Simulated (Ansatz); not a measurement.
The same group exchange along the group Al, Ga, In.

Calculated with Ansatz (gas phase, PBE0-D4/def2-TZVP geometries, no zero-point term in ΔE). CCSD(T)/CBS is the MP2 limit (def2-TZVPP, def2-QZVPP) plus CCSD(T) − MP2 in def2-TZVPP, frozen cores. This one scheme is used for every species. Elements past krypton have def2 core potentials. For Ga, In outer-core shells are correlated without core-valence functions, which leaves a few kJ/mol of doubt a bond. Scalar relativity is left out up to krypton. Each species was taken in one conformer, which may not be the lowest.

| reaction | HF/CBS(def2) (kJ/mol) |
| --- | --- |
| `[OH][Al]([SH])[O][SiH3]` + `C[SiH](O)Cl` → `C[Si](O)([SiH3])Cl` + `[OH][Al]([OH])[SH]` | 154 |
| `[OH][Ga]([SH])[O][SiH3]` + `C[SiH](O)Cl` → `C[Si](O)([SiH3])Cl` + `[OH][Ga]([OH])[SH]` | 138 |
| `[OH][In]([SH])[O][SiH3]` + `C[SiH](O)Cl` → `C[Si](O)([SiH3])Cl` + `[OH][In]([OH])[SH]` | 141 |

(1) Give the CCSD(T)/CBS values in the same order. (An estimate is asked.)

Largest T1 diagnostic: 0.016, for `[OH][In]([OH])[SH]`.

Results:

(1) The calculation gave: 116, 105, 111 kJ/mol.
